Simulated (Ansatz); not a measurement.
Gas-phase reaction in SMILES: CB(C)Cl → C[B]Cl + [CH3] (CH3) (the B-C bond at the site shown breaks; other sites are not compared here)
Geometries: B3LYP-D3(BJ)/def2-TZVP minima from Ansatz (a program for electronic structure).

Property: bond dissociation energy (electronic energy difference), in kcal/mol. Valence correlation only, unless marked. Open shells are spin-unrestricted. Spin-orbit coupling is left out. Non-relativistic. CBS marks a two-point X^-3 extrapolation of the correlation energy; Hartree-Fock from the larger set. [CCSD(T)-MP2]/basis is that difference in the basis named.

Level to compare with: RI-MP2/CBS(cc-pV(T+d)Z,cc-pV(Q+d)Z)+[CCSD(T)-MP2]/cc-pV(T+d)Z (Ansatz), 109.2 kcal/mol. It is a level with limits of its own, and the differences hold the functionals' basis error too.

Problem. Rank these functionals by how close they come to RI-MP2/CBS(cc-pV(T+d)Z,cc-pV(Q+d)Z)+[CCSD(T)-MP2]/cc-pV(T+d)Z, closest first: r2SCAN0/def2-TZVPD (Ansatz); wB97M-V/def2-TZVPD (Ansatz); LC-wPBE/def2-TZVPD (Ansatz); BLYP/def2-TZVPD (Ansatz).

Solution. wB97M-V/def2-TZVPD (range-separated hybrid meta-GGA with VV10, 111.1 kcal/mol, difference 1.9), LC-wPBE/def2-TZVPD (range-separated hybrid, 105.1 kcal/mol, difference -4.1), r2SCAN0/def2-TZVPD (hybrid meta-GGA, 100.8 kcal/mol, difference -8.4), BLYP/def2-TZVPD (GGA, 99.8 kcal/mol, difference -9.4)
